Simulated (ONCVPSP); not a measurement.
How hard is this oxygen ONCV potential?

```
Element                 : oxygen
Generator               : ONCVPSP 4.0.1
Type                    : optimised norm-conserving Vanderbilt (ONCV)
Functional              : BLYP
Relativity              : scalar-relativistic
Frozen core             : [He]
Valence charge          : 6
Reference configuration : 2s2 2p3 (charge +1)
Partial waves           : 2s: rc 0.75 bohr, ncon 4, nbas 7, qcut 10.3 1/bohr, 2 projectors, debl 3.9 Ha; 2p: rc 1.00 bohr, ncon 4, nbas 8, qcut 7.8 1/bohr, 1 projector; d scattering state at 0.02 Ha: rc 1.05 bohr, ncon 4, nbas 8, qcut 8.2 1/bohr, 3 projectors, debl 3.4 Ha
Local potential         : polynomial inside 0.75 bohr (lpopt 5, dvloc0 3 Ha)
Core correction         : Teter function, fcfact 4.25, rcfact 1.75
```

Problem. For each optimised wave give the share of its norm inside rc, the residual kinetic energy above qcut (Ha) and the cutoffs (Ha) for errors of 10, 1, 0.1 and 0.01 mHa per electron.

Solution.

```json
{"wave": "2s", "norm inside rc": "0.252", "residual KE": "1.6e-04", "10 mHa": "31.2", "1 mHa": "44.0", "0.1 mHa": "56.0", "0.01 mHa": "146.6"}
{"wave": "s projector 2", "norm inside rc": "0.042", "residual KE": "3.6e-04", "10 mHa": "24.4", "1 mHa": "39.1", "0.1 mHa": "231.0", "0.01 mHa": "304.5"}
{"wave": "2p", "norm inside rc": "0.505", "residual KE": "1.1e-02", "10 mHa": "31.3", "1 mHa": "164.5", "0.1 mHa": "206.4", "0.01 mHa": "275.1"}
{"wave": "d projector 1", "norm inside rc": "0.003", "residual KE": "3.8e-06", "10 mHa": "2.4", "1 mHa": "7.7", "0.1 mHa": "17.7", "0.01 mHa": "29.0"}
{"wave": "d projector 2", "norm inside rc": "0.068", "residual KE": "4.4e-04", "10 mHa": "18.0", "1 mHa": "29.8", "0.1 mHa": "40.9", "0.01 mHa": "83.7"}
{"wave": "d projector 3", "norm inside rc": "0.062", "residual KE": "2.2e-03", "10 mHa": "25.2", "1 mHa": "37.6", "0.1 mHa": "49.0", "0.01 mHa": "123.1"}
```

The occupied waves need 164 Ha and 206 Ha for 1 and 0.1 mHa. Rows with under 1 % of the norm inside rc give no meaningful cutoff.
